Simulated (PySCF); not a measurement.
cyclobutane (C4H8), singlet, at a GFN2-xTB geometry; DF-R2SCAN/def2-TZVPP in PySCF.

Here is a job for PySCF.
```python
from pyscf import gto, scf, dft

mol = gto.Mole()
mol.atom = '''
    C    -0.00613316    1.08295583    0.05853653
    C     0.00685792   -1.08220991    0.07093756
    C    -1.08294605   -0.00683358   -0.05863980
    C     1.08222129    0.00608767   -0.07083428
    H    -0.01505399    1.84231484   -0.72076860
    H    -0.00362364    1.57729882    1.02791527
    H     0.00710304   -1.85049784   -0.69961794
    H     0.01523239   -1.56535126    1.04591487
    H    -1.84243222   -0.00692746    0.72059245
    H    -1.57713057   -0.01535111   -1.02806518
    H     1.85038317    0.01511046    0.69979409
    H     1.56552182    0.00340356   -1.04576496
'''
mol.basis = 'def2-tzvpp'
mol.verbose = 4
mol.build()

mf = dft.RKS(mol)
mf.xc = 'r2scan'
mf = mf.density_fit(auxbasis='def2-universal-jkfit')
mf.kernel()
```

Output, abridged:

```
PySCF version 2.14.0

[INPUT] verbose = 4
[INPUT] num. atoms = 12
[INPUT] num. electrons = 32
[INPUT] charge = 0
[INPUT] spin (= nelec alpha-beta = 2S) = 0
[INPUT] symmetry False subgroup None
[INPUT] Mole.unit = angstrom
[INPUT] Symbol           X                Y                Z      unit          X                Y                Z       unit  Magmom
[INPUT]  1 C     -0.006133160000   1.082955830000   0.058536530000 AA   -0.011589992678   2.046489923701   0.110618009982 Bohr   0.0
[INPUT]  2 C      0.006857920000  -1.082209910000   0.070937560000 AA    0.012959590584  -2.045080339190   0.134052560345 Bohr   0.0
[INPUT]  3 C     -1.082946050000  -0.006833580000  -0.058639800000 AA   -2.046471442180  -0.012913594650  -0.110813161999 Bohr   0.0
[INPUT]  4 C      1.082221290000   0.006087670000  -0.070834280000 AA    2.045101844274   0.011504029037  -0.133857389431 Bohr   0.0
[INPUT]  5 H     -0.015053990000   1.842314840000  -0.720768600000 AA   -0.028447918182   3.481470482822  -1.362055253186 Bohr   0.0
[INPUT]  6 H     -0.003623640000   1.577298820000   1.027915270000 AA   -0.006847687174   2.980662786400   1.942478339558 Bohr   0.0
[INPUT]  7 H      0.007103040000  -1.850497840000  -0.699617940000 AA    0.013422800252  -3.496934111699  -1.322086298432 Bohr   0.0
[INPUT]  8 H      0.015232390000  -1.565351260000   1.045914870000 AA    0.028785045323  -2.958085170143   1.976492653910 Bohr   0.0
[INPUT]  9 H     -1.842432220000  -0.006927460000   0.720592450000 AA   -3.481692298874  -0.013091002139   1.361722377929 Bohr   0.0
[INPUT] 10 H     -1.577130570000  -0.015351110000  -1.028065180000 AA   -2.980344839979  -0.029009393608  -1.942761628402 Bohr   0.0
[INPUT] 11 H      1.850383170000   0.015110460000   0.699794090000 AA    3.496717416805   0.028554631016   1.322419173689 Bohr   0.0
[INPUT] 12 H      1.565521820000   0.003403560000  -1.045764960000 AA    2.958407481831   0.006431796249  -1.976209365067 Bohr   0.0

nuclear repulsion = 127.617879510509
number of shells = 92
number of NR pGTOs = 312
number of NR cGTOs = 236
basis = def2-tzvpp
ecp = {}

******** <class 'pyscf.df.df_jk.DFRKS'> ********
method = DFRKS
initial guess = minao
damping factor = 0
level_shift factor = 0
DIIS = <class 'pyscf.scf.diis.CDIIS'>
diis_start_cycle = 1
diis_space = 8
diis_damp = 0
SCF conv_tol = 1e-09
SCF conv_tol_grad = None
SCF max_cycles = 50
direct_scf = False
XC library pyscf.dft.libxc version 7.1.2
    S. Lehtola, C. Steigemann, M. J. T. Oliveira, and M. A. L. Marques,  SoftwareX 7, 1–5 (2018)
XC functionals = r2scan
    J. W. Furness, A. D. Kaplan, J. Ning, J. P. Perdew, and J. Sun,  J. Phys. Chem. Lett. 11, 8208–8215 (2020)
    J. W. Furness, A. D. Kaplan, J. Ning, J. P. Perdew, and J. Sun,  J. Phys. Chem. Lett. 11, 9248–9248 (2020)
    J. W. Furness, A. D. Kaplan, J. Ning, J. P. Perdew, and J. Sun,  J. Phys. Chem. Lett. 11, 8208–8215 (2020)
    J. W. Furness, A. D. Kaplan, J. Ning, J. P. Perdew, and J. Sun,  J. Phys. Chem. Lett. 11, 9248–9248 (2020)
radial grids:
    Treutler-Ahlrichs [JCP 102, 346 (1995); DOI:10.1063/1.469408] (M4) radial grids

becke partition: Becke, JCP 88, 2547 (1988); DOI:10.1063/1.454033
pruning grids: <function nwchem_prune>
grids dens level: 3
symmetrized grids: False
atomic radii adjust function: <function treutler_atomic_radii_adjust>
small_rho_cutoff = 0
Set gradient conv threshold to 3.16228e-05
Initial guess from minao.
tot grids = 134936
init E= -157.305390192872
  HOMO = -0.360234901532353  LUMO = 0.00271119183283124  gap/eV = 9.87627
cycle= 1 E= -157.104772442181  delta_E= 0.201  |g|= 0.455  |ddm|= 2.39
  HOMO = -0.174441326727313  LUMO = 0.0849318746573117  gap/eV = 7.05790
cycle= 2 E= -157.040579276831  delta_E= 0.0642  |g|= 0.684  |ddm|= 0.963
  HOMO = -0.268313618871144  LUMO = 0.0511211566085253  gap/eV = 8.69226
cycle= 3 E= -157.162206370297  delta_E= -0.122  |g|= 0.0486  |ddm|= 0.589
  HOMO = -0.269149507836538  LUMO = 0.0490832266953098  gap/eV = 8.65955
cycle= 4 E= -157.16272180405  delta_E= -0.000515  |g|= 0.00708  |ddm|= 0.0557
  HOMO = -0.269617190239693  LUMO = 0.0484148146759177  gap/eV = 8.65409
cycle= 5 E= -157.162733574847  delta_E= -1.18e-05  |g|= 0.000638  |ddm|= 0.0104
  HOMO = -0.269797825067471  LUMO = 0.048265896821169  gap/eV = 8.65495
cycle= 6 E= -157.162733682236  delta_E= -1.07e-07  |g|= 4.41e-05  |ddm|= 0.00142
  HOMO = -0.269804556595718  LUMO = 0.0482565394861621  gap/eV = 8.65488
cycle= 7 E= -157.162733682755  delta_E= -5.19e-10  |g|= 8.86e-06  |ddm|= 0.000251
  HOMO = -0.269804814118914  LUMO = 0.048255814930449  gap/eV = 8.65487
Extra cycle  E= -157.162733682776  delta_E= -2.11e-11  |g|= 3.52e-06  |ddm|= 5.55e-05
converged SCF energy = -157.162733682776
```
